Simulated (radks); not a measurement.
Results of a calculation; reference values are marked as such.
Initial-state core-level shifts of neutral holmium when its valence configuration changes from [Xe] 4f11 6s2. Code: a radial shooting solver on a logarithmic mesh with Libxc functionals. Model: scalar-relativistic Kohn-Sham, PBEsol, spin-polarised, spherical densities, point nucleus; open shells are filled with parallel spins first (spin-orbit coupling, left out, can overturn this in heavy ions). Shifts are changes of the shell-averaged eigenvalues in eV (positive: less bound).

valence              3s      4p      4d      5p
6s1.5 6p0.5      -0.656  -0.662  -0.664  -0.689
5d1 6s0.5 6p0.5  +0.248  +0.273  +0.286  +0.324
5d1 6s1          +0.862  +0.892  +0.908  +0.976
5d1 6p1          -0.356  -0.337  -0.325  -0.319
5d0.5 6s1.5      +0.445  +0.461  +0.470  +0.502
6s1 6p1          -1.192  -1.204  -1.208  -1.247
